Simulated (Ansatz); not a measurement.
`BrBB1C=C1` + H–F → `FBBr` + `B1C=C1` at 600 K and 1 bar (cleavage of the B–B bond).

Gas-phase electronic energies from Ansatz, PBE0-D4/def2-TZVP geometries. CCSD(T)/CBS adds triple-zeta CCSD(T) − MP2 to the extrapolated MP2 energy (def2 sets, frozen cores). This one scheme is used for every species. For Br outer-core shells are correlated without core-valence functions, which leaves a few kJ/mol of doubt a bond. Scalar relativity is left out up to krypton. One conformer a species, not always the lowest.

| species | CCSD(T)/CBS energy (Eh) | H − E (kJ/mol) | S (J/(mol·K)) |
| --- | --- | --- | --- |
| `BrBB1C=C1` | -2700.77914 | 174.7 | 404.7 |
| H–F | -100.39570 | 42.3 | 194.0 |
| `FBBr` | -2698.59010 | 70.1 | 312.6 |
| `B1C=C1` | -102.63332 | 141.4 | 285.3 |

H − E and S are ideal-gas, rigid-rotor, harmonic terms from PBE0-D4/def2-TZVP, for one conformer and one mirror image of each species. 1 Eh = 2625.50 kJ/mol, R = 8.31446 J/(mol·K).

Question: By hand: ΔE, ΔH, ΔS and ΔG.

Answer: ΔE = (-2698.59010) + (-102.63332) − (-2700.77914) − (-100.39570) = -0.04858 Eh = -127.5 kJ/mol. Δ(H − E) = 70.1 + 141.4 − 174.7 − 42.3 = -5.5, so ΔH = -133.0 kJ/mol. ΔS = 312.6 + 285.3 − 404.7 − 194.0 = -0.8 J/(mol·K). ΔG = -133.0 − 600 × (-0.8)/1000 = -132.5 kJ/mol.

Question: By hand: the equilibrium constant, and the temperature at which ΔG would vanish if ΔH and ΔS stayed fixed.

Answer: log₁₀ K = −ΔG/(RT ln 10) = 11.5. ΔG = 0 at ΔH/ΔS = 166250 K, far beyond where these terms or the molecules hold.

The number of gas molecules stays the same, so ΔS is small and ΔH decides. A doubt of 5 kJ/mol in ΔE shifts log₁₀ K by 0.4 here. Other conformers and mirror images would add mixing entropy, several J/(mol·K) or more a flexible species. These are equilibria of isolated gas molecules and say nothing of rates. Largest T1 diagnostic: 0.012 (customary marks: 0.02 for closed shells, 0.045 for open ones).
